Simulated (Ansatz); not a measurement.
Geometry optimisation, RKS r2SCAN-D4/6-31G* (Ansatz 0.2.0).

The input (input.yaml):

```yaml
crystal:
  periodic: [false, false, false]
  atoms:
    - { symbol: Si, position_ang: [-0.863483, -0.262526, -0.337078] }
    - { symbol: C, position_ang: [0.462203, -1.514798, 0.114201] }
    - { symbol: H, position_ang: [-1.913232, -0.978298, -1.129477] }
    - { symbol: H, position_ang: [-1.568518, 0.239457, 0.88423] }
    - { symbol: C, position_ang: [-0.173199, 1.161209, -1.348101] }
    - { symbol: H, position_ang: [0.734081, 0.014162, 1.911574] }
    - { symbol: O, position_ang: [0.969739, 0.949526, 1.813168] }
    - { symbol: H, position_ang: [0.19259, -2.113259, 0.994582] }
    - { symbol: H, position_ang: [0.594672, -2.224815, -0.711944] }
    - { symbol: H, position_ang: [1.435426, -1.04306, 0.290092] }
    - { symbol: H, position_ang: [-0.96229, 1.860415, -1.649192] }
    - { symbol: H, position_ang: [0.312321, 0.792316, -2.26033] }
    - { symbol: H, position_ang: [0.572649, 1.704567, -0.757938] }
    - { symbol: H, position_ang: [0.20684, 1.415205, 2.186212] }
basis:
  gaussian: { orbitals: "6-31G*" }
hamiltonian:
  xc: r2scan
  dispersion: d4
relax:
  f_tol: 0.03
  max_steps: 50
output:
  orbitals: {}
```

Command:

```bash
$ ansatz run input.yaml --threads 2 --pin off --max-ram 3072MiB --backend cpu --events-out ev --progress --plain --runs-dir out
```

Problem. Where does it end, and by what steps?

Solution. The run converged. The force dipped under the threshold on the way, but the program's further checks kept it going. After 17 steps the energy has fallen by 0.073 eV; H6 moved furthest, 0.64 Å.

```
step  energy less start (eV)  largest force component (eV/Å)  accepted
   0                  0.0000                           0.269       yes
   1                 -0.0339                           0.632       yes
   2                 -0.0298                           1.057        no
   3                 -0.0498                           0.223       yes
   4                 -0.0548                           0.357       yes
   5                 -0.0596                           0.146       yes
   6                 -0.0653                           0.232       yes
   7                 -0.0665                           0.165       yes
   8                 -0.0674                           0.338       yes
   9                 -0.0673                           0.143        no
  10                 -0.0720                           0.018       yes
  11                 -0.0724                           0.112       yes
  12                 -0.0660                           0.207        no
  13                 -0.0726                           0.063       yes
  14                 -0.0730                           0.002       yes
  15                 -0.0730                           0.057       yes
  16                 -0.0720                           0.163        no
  17                 -0.0732                           0.002       yes
```

```xyz
14
Properties=species:S:1:pos:R:3
Si -0.891 -0.359 -0.355
C 0.430 -1.654 -0.014
H -2.013 -0.970 -1.134
H -1.492 0.108 0.937
C -0.182 1.107 -1.296
H 0.703 0.405 2.423
O 1.084 1.171 1.968
H 0.045 -2.486 0.588
H 0.814 -2.073 -0.953
H 1.272 -1.196 0.518
H -0.929 1.894 -1.456
H 0.188 0.794 -2.281
H 0.662 1.533 -0.740
H 0.309 1.725 1.795
```

Time of the run: 57 s on 2 threads of Intel(R) Xeon(R) Platinum 8259CL CPU @ 2.50GHz (Skylake/Cascade Lake) (shared host), peak memory 0.18 GiB.
